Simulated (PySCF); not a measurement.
Species: C2H9GaO.
Numbering: `[CH3:1][O+:2]([CH3:3])[GaH3-:4]` (hydrogens: H5, H6, H7 on C1; H8, H9, H10 on C3; H11, H12, H13 on Ga4)

All values: CAM-B3LYP/def2-SVPD (PySCF, non-relativistic), on one gas-phase PBE0-D3(BJ)/def2-SVP geometry that isn't relaxed in the solvent. The solvent is an IEF-PCM continuum (van der Waals radii × 1.2). Only the electrostatic response of the medium enters. Spin–orbit coupling is left out although an atom past zinc is present.

Gas phase at CAM-B3LYP/def2-SVPD: HOMO -8.95 eV, LUMO 0.78 eV, dipole 4.24 D.

Task: What does the continuum do to the energy, the frontier levels and the dipole at CAM-B3LYP/def2-SVPD in chloroform and dimethylsulfoxide?

Result: 
```json
{"solvent": "chloroform", "ε": "4.711", "E(solvent) − E(gas) (kcal/mol)": "-4.21", "polarisation term (kcal/mol)": "-4.68", "distortion of the solute (kcal/mol)": "0.47", "HOMO (eV)": "-9.22", "LUMO (eV)": "0.90", "dipole (D)": "4.92"}
{"solvent": "dimethylsulfoxide", "ε": "46.83", "E(solvent) − E(gas) (kcal/mol)": "-5.71", "polarisation term (kcal/mol)": "-6.61", "distortion of the solute (kcal/mol)": "0.90", "HOMO (eV)": "-9.33", "LUMO (eV)": "0.86", "dipole (D)": "5.18"}
```

Polarisation term: ½ Σ q·V over the induced surface charges. Distortion: the rise of the solute's own energy as its density leaves the gas-phase optimum. The atom shares or the degeneracy of the LUMO differ from the gas phase in chloroform and dimethylsulfoxide, so that column needn't follow one orbital. From chloroform to dimethylsulfoxide the lowering changes by a factor 1.36, Onsager's factor (ε − 1)/(2ε + 1) by 1.36 and ε itself by 9.9.

Task: Which radius a makes the point-dipole formula ΔE = −[(ε − 1)/(2ε + 1)]·μ²/a³ give the value in dimethylsulfoxide, with the gas-phase dipole?

Result: μ = 1.669 au and |ΔE| = 0.00910 Eh give a = 2.80 Å; the farthest nucleus lies 2.73 Å from the centroid of the nuclei. The formula assumes a rigid point dipole at the centre of a sphere.

Task: How does the static polarisability (CAM-B3LYP/def2-SVPD, frozen core, with the continuum's full static response) change?

Result: 
```json
{"medium": "gas", "isotropic (au)": "65.5", "principal values (au)": "61.4, 67.0, 68.0", "⟨r²⟩ of the electrons (bohr²)": "629.6"}
{"medium": "chloroform", "isotropic (au)": "80.8", "principal values (au)": "76.8, 80.6, 85.1", "⟨r²⟩ of the electrons (bohr²)": "629.2"}
{"medium": "dimethylsulfoxide", "isotropic (au)": "88.9", "principal values (au)": "83.3, 89.6, 94.0", "⟨r²⟩ of the electrons (bohr²)": "629.1"}
```

The isotropic value in dimethylsulfoxide is 1.36 times the gas-phase one; no cavity-field correction is applied. ⟨r²⟩ is taken about the centre of nuclear charge.
